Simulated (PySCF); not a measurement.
Bond stretch in CH3Br, SMILES CBr. The C1–Br5 bond (C1 also carries H, H, H; Br5 carries nothing else) is pulled apart rigidly from the PBE0/def2-TZVP optimised geometry.

Computed with: UHF/def2-TZVP (PySCF); RHF/def2-TZVP (PySCF); UKS-PBE = PySCF with unrestricted PBE/def2-TZVP; RKS-PBE = restricted PBE/def2-TZVP in PySCF; UKS-LDA (SVWN5) = unrestricted LDA (SVWN5)/def2-TZVP (PySCF 2.14.0); RKS-LDA (SVWN5) = restricted LDA (SVWN5)/def2-TZVP in PySCF; UKS-B3LYP/6-31G* = PySCF with unrestricted B3LYP/6-31G*, spherical d; RKS-B3LYP/6-31G* = restricted B3LYP/6-31G*, spherical d in PySCF; UKS-B3LYP/3-21G = PySCF with unrestricted B3LYP/3-21G; RKS-B3LYP/3-21G = restricted B3LYP/3-21G in PySCF.

Scanned distances (Å): 1.56, 1.63, 1.76, 1.80, 1.87, 1.93, 2.00, 2.03, 2.11, 2.27, 2.38, 2.63, 2.92, 3.20, 3.47, 3.85, 4.24, 4.68, 5.24, 5.84.

Q: Where does the unrestricted solution first break spin symmetry (<S²> of 0.01 or more)?

A: UHF: between 2.27 and 2.38 Å; UKS-PBE: between 2.92 and 3.20 Å; UKS-LDA (SVWN5): between 3.20 and 3.47 Å; UKS-B3LYP/6-31G*: between 2.63 and 2.92 Å; UKS-B3LYP/3-21G: between 2.63 and 2.92 Å.

```json
[
 {"R / Å": "1.56", "<S²> UHF": "0.00", "E(RHF) − E(UHF) / kcal/mol": "0.0", "<S²> UKS-PBE": "0.00", "E(RKS-PBE) − E(UKS-PBE) / kcal/mol": "0.0", "<S²> UKS-LDA (SVWN5)": "0.00", "E(RKS-LDA (SVWN5)) − E(UKS-LDA (SVWN5)) / kcal/mol": "0.0", "<S²> UKS-B3LYP/6-31G*": "0.00", "E(RKS-B3LYP/6-31G*) − E(UKS-B3LYP/6-31G*) / kcal/mol": "0.0", "<S²> UKS-B3LYP/3-21G": "0.00", "E(RKS-B3LYP/3-21G) − E(UKS-B3LYP/3-21G) / kcal/mol": "0.0"},
 {"R / Å": "1.63", "<S²> UHF": "0.00", "E(RHF) − E(UHF) / kcal/mol": "0.0", "<S²> UKS-PBE": "0.00", "E(RKS-PBE) − E(UKS-PBE) / kcal/mol": "0.0", "<S²> UKS-LDA (SVWN5)": "0.00", "E(RKS-LDA (SVWN5)) − E(UKS-LDA (SVWN5)) / kcal/mol": "0.0", "<S²> UKS-B3LYP/6-31G*": "0.00", "E(RKS-B3LYP/6-31G*) − E(UKS-B3LYP/6-31G*) / kcal/mol": "0.0", "<S²> UKS-B3LYP/3-21G": "0.00", "E(RKS-B3LYP/3-21G) − E(UKS-B3LYP/3-21G) / kcal/mol": "0.0"},
 {"R / Å": "1.76", "<S²> UHF": "0.00", "E(RHF) − E(UHF) / kcal/mol": "0.0", "<S²> UKS-PBE": "0.00", "E(RKS-PBE) − E(UKS-PBE) / kcal/mol": "0.0", "<S²> UKS-LDA (SVWN5)": "0.00", "E(RKS-LDA (SVWN5)) − E(UKS-LDA (SVWN5)) / kcal/mol": "0.0", "<S²> UKS-B3LYP/6-31G*": "0.00", "E(RKS-B3LYP/6-31G*) − E(UKS-B3LYP/6-31G*) / kcal/mol": "0.0", "<S²> UKS-B3LYP/3-21G": "0.00", "E(RKS-B3LYP/3-21G) − E(UKS-B3LYP/3-21G) / kcal/mol": "0.0"},
 {"R / Å": "1.80", "<S²> UHF": "0.00", "E(RHF) − E(UHF) / kcal/mol": "0.0", "<S²> UKS-PBE": "0.00", "E(RKS-PBE) − E(UKS-PBE) / kcal/mol": "0.0", "<S²> UKS-LDA (SVWN5)": "0.00", "E(RKS-LDA (SVWN5)) − E(UKS-LDA (SVWN5)) / kcal/mol": "0.0", "<S²> UKS-B3LYP/6-31G*": "0.00", "E(RKS-B3LYP/6-31G*) − E(UKS-B3LYP/6-31G*) / kcal/mol": "0.0", "<S²> UKS-B3LYP/3-21G": "0.00", "E(RKS-B3LYP/3-21G) − E(UKS-B3LYP/3-21G) / kcal/mol": "0.0"},
 {"R / Å": "1.87", "<S²> UHF": "0.00", "E(RHF) − E(UHF) / kcal/mol": "0.0", "<S²> UKS-PBE": "0.00", "E(RKS-PBE) − E(UKS-PBE) / kcal/mol": "0.0", "<S²> UKS-LDA (SVWN5)": "0.00", "E(RKS-LDA (SVWN5)) − E(UKS-LDA (SVWN5)) / kcal/mol": "0.0", "<S²> UKS-B3LYP/6-31G*": "0.00", "E(RKS-B3LYP/6-31G*) − E(UKS-B3LYP/6-31G*) / kcal/mol": "0.0", "<S²> UKS-B3LYP/3-21G": "0.00", "E(RKS-B3LYP/3-21G) − E(UKS-B3LYP/3-21G) / kcal/mol": "0.0"},
 {"R / Å": "1.93", "<S²> UHF": "0.00", "E(RHF) − E(UHF) / kcal/mol": "0.0", "<S²> UKS-PBE": "0.00", "E(RKS-PBE) − E(UKS-PBE) / kcal/mol": "0.0", "<S²> UKS-LDA (SVWN5)": "0.00", "E(RKS-LDA (SVWN5)) − E(UKS-LDA (SVWN5)) / kcal/mol": "0.0", "<S²> UKS-B3LYP/6-31G*": "0.00", "E(RKS-B3LYP/6-31G*) − E(UKS-B3LYP/6-31G*) / kcal/mol": "0.0", "<S²> UKS-B3LYP/3-21G": "0.00", "E(RKS-B3LYP/3-21G) − E(UKS-B3LYP/3-21G) / kcal/mol": "0.0"},
 {"R / Å": "2.00", "<S²> UHF": "0.00", "E(RHF) − E(UHF) / kcal/mol": "0.0", "<S²> UKS-PBE": "0.00", "E(RKS-PBE) − E(UKS-PBE) / kcal/mol": "0.0", "<S²> UKS-LDA (SVWN5)": "0.00", "E(RKS-LDA (SVWN5)) − E(UKS-LDA (SVWN5)) / kcal/mol": "0.0", "<S²> UKS-B3LYP/6-31G*": "0.00", "E(RKS-B3LYP/6-31G*) − E(UKS-B3LYP/6-31G*) / kcal/mol": "0.0", "<S²> UKS-B3LYP/3-21G": "0.00", "E(RKS-B3LYP/3-21G) − E(UKS-B3LYP/3-21G) / kcal/mol": "0.0"},
 {"R / Å": "2.03", "<S²> UHF": "0.00", "E(RHF) − E(UHF) / kcal/mol": "0.0", "<S²> UKS-PBE": "0.00", "E(RKS-PBE) − E(UKS-PBE) / kcal/mol": "0.0", "<S²> UKS-LDA (SVWN5)": "0.00", "E(RKS-LDA (SVWN5)) − E(UKS-LDA (SVWN5)) / kcal/mol": "0.0", "<S²> UKS-B3LYP/6-31G*": "0.00", "E(RKS-B3LYP/6-31G*) − E(UKS-B3LYP/6-31G*) / kcal/mol": "0.0", "<S²> UKS-B3LYP/3-21G": "0.00", "E(RKS-B3LYP/3-21G) − E(UKS-B3LYP/3-21G) / kcal/mol": "0.0"},
 {"R / Å": "2.11", "<S²> UHF": "0.00", "E(RHF) − E(UHF) / kcal/mol": "0.0", "<S²> UKS-PBE": "0.00", "E(RKS-PBE) − E(UKS-PBE) / kcal/mol": "0.0", "<S²> UKS-LDA (SVWN5)": "0.00", "E(RKS-LDA (SVWN5)) − E(UKS-LDA (SVWN5)) / kcal/mol": "0.0", "<S²> UKS-B3LYP/6-31G*": "0.00", "E(RKS-B3LYP/6-31G*) − E(UKS-B3LYP/6-31G*) / kcal/mol": "0.0", "<S²> UKS-B3LYP/3-21G": "0.00", "E(RKS-B3LYP/3-21G) − E(UKS-B3LYP/3-21G) / kcal/mol": "0.0"},
 {"R / Å": "2.27", "<S²> UHF": "0.00", "E(RHF) − E(UHF) / kcal/mol": "0.0", "<S²> UKS-PBE": "0.00", "E(RKS-PBE) − E(UKS-PBE) / kcal/mol": "0.0", "<S²> UKS-LDA (SVWN5)": "0.00", "E(RKS-LDA (SVWN5)) − E(UKS-LDA (SVWN5)) / kcal/mol": "0.0", "<S²> UKS-B3LYP/6-31G*": "0.00", "E(RKS-B3LYP/6-31G*) − E(UKS-B3LYP/6-31G*) / kcal/mol": "0.0", "<S²> UKS-B3LYP/3-21G": "0.00", "E(RKS-B3LYP/3-21G) − E(UKS-B3LYP/3-21G) / kcal/mol": "0.0"},
 {"R / Å": "2.38", "<S²> UHF": "0.13", "E(RHF) − E(UHF) / kcal/mol": "0.3", "<S²> UKS-PBE": "0.00", "E(RKS-PBE) − E(UKS-PBE) / kcal/mol": "0.0", "<S²> UKS-LDA (SVWN5)": "0.00", "E(RKS-LDA (SVWN5)) − E(UKS-LDA (SVWN5)) / kcal/mol": "0.0", "<S²> UKS-B3LYP/6-31G*": "0.00", "E(RKS-B3LYP/6-31G*) − E(UKS-B3LYP/6-31G*) / kcal/mol": "0.0", "<S²> UKS-B3LYP/3-21G": "0.00", "E(RKS-B3LYP/3-21G) − E(UKS-B3LYP/3-21G) / kcal/mol": "0.0"},
 {"R / Å": "2.63", "<S²> UHF": "0.59", "E(RHF) − E(UHF) / kcal/mol": "8.5", "<S²> UKS-PBE": "0.00", "E(RKS-PBE) − E(UKS-PBE) / kcal/mol": "0.0", "<S²> UKS-LDA (SVWN5)": "0.00", "E(RKS-LDA (SVWN5)) − E(UKS-LDA (SVWN5)) / kcal/mol": "0.0", "<S²> UKS-B3LYP/6-31G*": "0.00", "E(RKS-B3LYP/6-31G*) − E(UKS-B3LYP/6-31G*) / kcal/mol": "0.0", "<S²> UKS-B3LYP/3-21G": "0.00", "E(RKS-B3LYP/3-21G) − E(UKS-B3LYP/3-21G) / kcal/mol": "0.0"},
 {"R / Å": "2.92", "<S²> UHF": "0.84", "E(RHF) − E(UHF) / kcal/mol": "23.8", "<S²> UKS-PBE": "0.00", "E(RKS-PBE) − E(UKS-PBE) / kcal/mol": "0.0", "<S²> UKS-LDA (SVWN5)": "0.00", "E(RKS-LDA (SVWN5)) − E(UKS-LDA (SVWN5)) / kcal/mol": "0.0", "<S²> UKS-B3LYP/6-31G*": "0.22", "E(RKS-B3LYP/6-31G*) − E(UKS-B3LYP/6-31G*) / kcal/mol": "0.6", "<S²> UKS-B3LYP/3-21G": "0.22", "E(RKS-B3LYP/3-21G) − E(UKS-B3LYP/3-21G) / kcal/mol": "0.6"},
 {"R / Å": "3.20", "<S²> UHF": "0.94", "E(RHF) − E(UHF) / kcal/mol": "38.9", "<S²> UKS-PBE": "0.36", "E(RKS-PBE) − E(UKS-PBE) / kcal/mol": "1.3", "<S²> UKS-LDA (SVWN5)": "0.00", "E(RKS-LDA (SVWN5)) − E(UKS-LDA (SVWN5)) / kcal/mol": "0.0", "<S²> UKS-B3LYP/6-31G*": "0.55", "E(RKS-B3LYP/6-31G*) − E(UKS-B3LYP/6-31G*) / kcal/mol": "5.0", "<S²> UKS-B3LYP/3-21G": "0.58", "E(RKS-B3LYP/3-21G) − E(UKS-B3LYP/3-21G) / kcal/mol": "5.4"},
 {"R / Å": "3.47", "<S²> UHF": "0.98", "E(RHF) − E(UHF) / kcal/mol": "51.8", "<S²> UKS-PBE": "0.60", "E(RKS-PBE) − E(UKS-PBE) / kcal/mol": "4.6", "<S²> UKS-LDA (SVWN5)": "0.39", "E(RKS-LDA (SVWN5)) − E(UKS-LDA (SVWN5)) / kcal/mol": "1.2", "<S²> UKS-B3LYP/6-31G*": "0.72", "E(RKS-B3LYP/6-31G*) − E(UKS-B3LYP/6-31G*) / kcal/mol": "10.4", "<S²> UKS-B3LYP/3-21G": "0.76", "E(RKS-B3LYP/3-21G) − E(UKS-B3LYP/3-21G) / kcal/mol": "11.5"},
 {"R / Å": "3.85", "<S²> UHF": "1.01", "E(RHF) − E(UHF) / kcal/mol": "66.8", "<S²> UKS-PBE": "0.76", "E(RKS-PBE) − E(UKS-PBE) / kcal/mol": "—", "<S²> UKS-LDA (SVWN5)": "0.65", "E(RKS-LDA (SVWN5)) − E(UKS-LDA (SVWN5)) / kcal/mol": "—", "<S²> UKS-B3LYP/6-31G*": "0.84", "E(RKS-B3LYP/6-31G*) − E(UKS-B3LYP/6-31G*) / kcal/mol": "17.2", "<S²> UKS-B3LYP/3-21G": "0.88", "E(RKS-B3LYP/3-21G) − E(UKS-B3LYP/3-21G) / kcal/mol": "19.5"},
 {"R / Å": "4.24", "<S²> UHF": "1.01", "E(RHF) − E(UHF) / kcal/mol": "78.7", "<S²> UKS-PBE": "0.83", "E(RKS-PBE) − E(UKS-PBE) / kcal/mol": "—", "<S²> UKS-LDA (SVWN5)": "0.76", "E(RKS-LDA (SVWN5)) − E(UKS-LDA (SVWN5)) / kcal/mol": "—", "<S²> UKS-B3LYP/6-31G*": "0.91", "E(RKS-B3LYP/6-31G*) − E(UKS-B3LYP/6-31G*) / kcal/mol": "22.6", "<S²> UKS-B3LYP/3-21G": "0.95", "E(RKS-B3LYP/3-21G) − E(UKS-B3LYP/3-21G) / kcal/mol": "25.7"},
 {"R / Å": "4.68", "<S²> UHF": "1.02", "E(RHF) − E(UHF) / kcal/mol": "88.8", "<S²> UKS-PBE": "0.87", "E(RKS-PBE) − E(UKS-PBE) / kcal/mol": "—", "<S²> UKS-LDA (SVWN5)": "0.82", "E(RKS-LDA (SVWN5)) − E(UKS-LDA (SVWN5)) / kcal/mol": "—", "<S²> UKS-B3LYP/6-31G*": "0.95", "E(RKS-B3LYP/6-31G*) − E(UKS-B3LYP/6-31G*) / kcal/mol": "26.8", "<S²> UKS-B3LYP/3-21G": "0.98", "E(RKS-B3LYP/3-21G) − E(UKS-B3LYP/3-21G) / kcal/mol": "30.6"},
 {"R / Å": "5.24", "<S²> UHF": "1.02", "E(RHF) − E(UHF) / kcal/mol": "98.0", "<S²> UKS-PBE": "0.90", "E(RKS-PBE) − E(UKS-PBE) / kcal/mol": "—", "<S²> UKS-LDA (SVWN5)": "0.85", "E(RKS-LDA (SVWN5)) − E(UKS-LDA (SVWN5)) / kcal/mol": "—", "<S²> UKS-B3LYP/6-31G*": "0.98", "E(RKS-B3LYP/6-31G*) − E(UKS-B3LYP/6-31G*) / kcal/mol": "30.2", "<S²> UKS-B3LYP/3-21G": "1.00", "E(RKS-B3LYP/3-21G) − E(UKS-B3LYP/3-21G) / kcal/mol": "34.0"},
 {"R / Å": "5.84", "<S²> UHF": "1.02", "E(RHF) − E(UHF) / kcal/mol": "104.6", "<S²> UKS-PBE": "0.91", "E(RKS-PBE) − E(UKS-PBE) / kcal/mol": "—", "<S²> UKS-LDA (SVWN5)": "0.87", "E(RKS-LDA (SVWN5)) − E(UKS-LDA (SVWN5)) / kcal/mol": "—", "<S²> UKS-B3LYP/6-31G*": "0.99", "E(RKS-B3LYP/6-31G*) − E(UKS-B3LYP/6-31G*) / kcal/mol": "32.2", "<S²> UKS-B3LYP/3-21G": "1.00", "E(RKS-B3LYP/3-21G) − E(UKS-B3LYP/3-21G) / kcal/mol": "35.8"}
]
```

A dash means that the run gave no value there, or that the column was ended at a point which the program doubted or which failed a test of continuity chosen for this set; such a test can also cut sound points.
